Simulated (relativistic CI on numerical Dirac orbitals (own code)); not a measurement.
## Line list: Electric-dipole lines, In XX

Method of calculation: Dirac-Coulomb-Breit CI, orbitals from a KLI potential per configuration, model QED, unscaled Slater integrals (own radial code, finite nucleus).

Configuration list (outside the closed core [Ar]): 3d¹⁰4s², 3d¹⁰4s4p, 3d¹⁰4p², 3d¹⁰4s4d, 3d¹⁰4d², 3d¹⁰4s4f, 3d¹⁰4p4d, 3d¹⁰4f², 3d¹⁰4p4f, 3d¹⁰4d4f, 3d¹⁰4s5s, 3d¹⁰4s5p, 3d¹⁰4s5d, 3d¹⁰4s5f, 3d¹⁰4s5g, 3d¹⁰4s6s, 3d¹⁰4s6p, 3d¹⁰4s6d, 3d¹⁰4s6f, 3d¹⁰4s7s, 3d⁹4s²4p, 3d⁹4s²4d, 3d⁹4s²4f, 3d⁹4s²5s, 3d⁹4s²5p, 3d⁹4s²5d. Double excitations out of closed p, d and f shells are left out; levels of such configurations are missing from the list, as are those of other unlisted configurations, and high levels can miss mixing partners. These lack a partner that the ground configuration has and come out too high: 3d⁹4s²4p, 3d⁹4s²4d, 3d⁹4s²4f, 3d⁹4s²5s, 3d⁹4s²5p.

```tsv
λ vac (nm)	Lower	Upper	A (s⁻¹)	gf	Branching (%)
8.5970	3d¹⁰4s4f ³F°2 [27]	3d¹⁰4s5g ³G3 [86]	7.96e+11	6.17e+00	90.9
8.6025	3d¹⁰4s4f ³F°3 [28]	3d¹⁰4s5g ³G4 [87]	8.11e+11	8.10e+00	92.4
8.6104	3d¹⁰4s4f ³F°4 [29]	3d¹⁰4s5g ³G5 [88]	8.64e+11	1.06e+01	98.2
8.9818	3d¹⁰4s4f ¹F°3 [30]	3d¹⁰4s5g ¹G4 [89]	7.52e+11	8.18e+00	85.5
15.051	3d¹⁰4p4d ¹F°3 [25]	3d¹⁰4p4f ¹G4 [54]	1.91e+11	5.83e+00	64.1
15.082	3d¹⁰4s4p ³P°1 [3]	3d¹⁰4s4d ³D2 [12]	9.77e+10	1.67e+00	78.9
15.124	3d¹⁰4p4d ³F°3 [16]	3d¹⁰4p4f ³G4 [40]	7.92e+10	2.44e+00	51.8
15.170	3d¹⁰4p² ³P0 [6]	3d¹⁰4p4d ³D°1 [18]	1.47e+11	1.53e+00	80.1
15.223	3d¹⁰4p² ¹D2 [8]	3d¹⁰4p4d ³D°3 [22]	1.28e+11	3.10e+00	69.7
15.647	3d¹⁰4p4d ³D°1 [18]	3d¹⁰4d² ³F2 [41]	1.86e+11	3.41e+00	72.2
15.753	3d¹⁰4p4d ³F°4 [19]	3d¹⁰4p4f ³G5 [45]	9.63e+10	3.94e+00	75.0
16.019	3d¹⁰4s4d ³D1 [11]	3d¹⁰4s4f ³F°2 [27]	1.13e+11	2.18e+00	84.9
16.116	3d¹⁰4p² ³P2 [9]	3d¹⁰4p4d ¹F°3 [25]	1.14e+11	3.12e+00	66.9
16.132	3d¹⁰4p4d ¹D°2 [20]	3d¹⁰4p4f ¹F3 [46]	1.27e+11	3.48e+00	77.1
16.133	3d¹⁰4s4d ³D2 [12]	3d¹⁰4s4f ³F°3 [28]	1.19e+11	3.24e+00	89.3
16.175	3d¹⁰4p4d ³D°3 [22]	3d¹⁰4p4f ³F4 [47]	1.90e+11	6.71e+00	79.3
16.350	3d¹⁰4s4d ³D3 [13]	3d¹⁰4s4f ³F°4 [29]	1.32e+11	4.76e+00	100.0
16.352	3d¹⁰4p4d ³D°2 [24]	3d¹⁰4p4f ³F3 [48]	1.27e+11	3.55e+00	60.0
16.440	3d¹⁰4s4p ³P°2 [4]	3d¹⁰4s4d ³D3 [13]	1.04e+11	2.94e+00	100.0
16.587	3d¹⁰4s4d ¹D2 [14]	3d¹⁰4s4f ¹F°3 [30]	1.89e+11	5.45e+00	95.6
16.971	3d¹⁰4p² ³P2 [9]	3d¹⁰4p4d ³D°2 [24]	7.86e+10	1.70e+00	49.9
16.992	3d¹⁰4s4p ¹P°1 [5]	3d¹⁰4s4d ¹D2 [14]	1.56e+11	3.37e+00	94.0
17.163	3d¹⁰4p4f ³F4 [47]	3d¹⁰4d4f ³G°5 [74]	1.87e+11	9.07e+00	68.9
17.552	3d¹⁰4d4f ³G°5 [74]	3d¹⁰4f² ³H6 [102]	1.48e+11	8.87e+00	75.5
17.868	3d¹⁰4p4f ¹G4 [54]	3d¹⁰4d4f ¹H°5 [84]	2.29e+11	1.20e+01	81.6
18.268	3d¹⁰4p4f ³G5 [45]	3d¹⁰4d4f ³H°6 [65]	7.98e+10	5.19e+00	99.9
18.501	3d¹⁰4d4f ¹H°5 [84]	3d¹⁰4f² ¹I6 [108]	1.56e+11	1.04e+01	99.4
21.592	3d¹⁰4s² ¹S0 [1]	3d¹⁰4s4p ¹P°1 [5]	6.05e+10	1.27e+00	100.0
21.664	3d¹⁰4s4f ¹F°3 [30]	3d¹⁰4p4f ¹G4 [54]	6.86e+10	4.35e+00	23.1
21.999	3d¹⁰4s4p ³P°2 [4]	3d¹⁰4p² ³P2 [9]	3.29e+10	1.19e+00	65.9
```

Terms are leading LS components. Brackets give the number of a level in order of energy, since labels repeat. The list gives strong lines, with weight on those to low levels, without lines whose two gauges differ by over a factor of 2.5, among the lowest 148 of 202 levels, so that lines to higher ones, which can be the strongest, are missing. Levels whose partners in the same complex of configurations lie outside the list can be far off, and so can their lines. Rates are taken at the computed energies, electric ones in the length gauge.

At this charge energies of transitions that change n are usually good to better than 1 %, and those within a shell (Δn = 0) to a few per cent.

LS names give the leading component of a level, which can be under half, so a name can repeat, a term be missing and a line seem to break the LS rules.
